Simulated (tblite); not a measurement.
A tight-binding relaxation on `[NH3+][AlH2-][C@@H](C#CC1CC1)C=O`.

Computed with GFN2-xTB geometry optimisation, gas phase (tblite 0.8.0). Start geometry: from a force field or distance geometry. The command runs a driver script over a list of jobs; the input below is this job's line of settings and its coordinates in Å.

Command:
```bash
OMP_NUM_THREADS=1 python probes_run.py task.json out
```

Input:
```
{"job": {"kind": "relax", "xc": "GFN2-xTB", "basis": "xTB"}, "charge": 0, "multiplicity": 1}
N     -3.903200     0.488900     0.334200
Al    -2.155800     1.143900    -0.022300
C     -1.091800    -0.339100    -0.822200
C      0.288200    -0.318100    -0.311900
C      1.421200    -0.339800     0.125200
C      2.797900    -0.374900     0.612600
C      3.583800     0.852800     0.212100
C      3.873900    -0.483300    -0.450300
C     -1.775800    -1.615900    -0.416600
O     -2.805700    -1.602000     0.281100
H     -4.466900     1.246000     0.827500
H     -3.939600    -0.365300     0.925600
H     -4.357800     0.271400    -0.572100
H     -2.222800     2.427000    -0.923100
H     -1.491700     1.514700     1.415900
H     -1.054900    -0.249500    -1.923900
H      2.993700    -0.790800     1.635500
H      3.036300     1.596800    -0.370200
H      4.306400     1.176000     0.994300
H      4.779200    -1.046200    -0.107700
H      3.534800    -0.596100    -1.501700
H     -1.359900    -2.577300    -0.744300
```

Output:
```
step      E/eV     max force
  0    -789.95830    3.100
  1    -790.27244    2.900
  2    -790.46985    1.964
  3    -790.56004    2.477
  4    -790.61240    1.722
  5    -790.67349    0.572
  6    -790.72608    0.571
  7    -790.77144    0.680
  8    -790.79492    0.439
  9    -790.80838    0.247
... (164 lines left out)
174    -791.30756    0.030
175    -791.30767    0.040
176    -791.30779    0.042
177    -791.30791    0.034
178    -791.30802    0.020
179    -791.30810    0.019
180    -791.30815    0.019
181    -791.30819    0.020
182    -791.30822    0.016
183    -791.30824    0.008
```

«max force» is the largest atomic force in eV/Å.

**Question.** From which step on does the largest force stay under 0.1 eV/Å, and how much energy is left to gain from there?

**Answer.** From step 139 (0.083 eV/Å), 10.0 meV above the end.

Main results: energy lowered by 31.1 kcal/mol over 183 steps; largest atomic force 0.008 eV/Å at the end.

**Question.** Estimate the wall time. Hardware: one thread, Arm Neoverse N1 (aarch64), no GPU, shared host with 64 logical CPUs at a one-minute load of 56.

**Answer.** About 3.2 s.
Labels such as C1 count atoms from 1, the log's own numbers from 0.
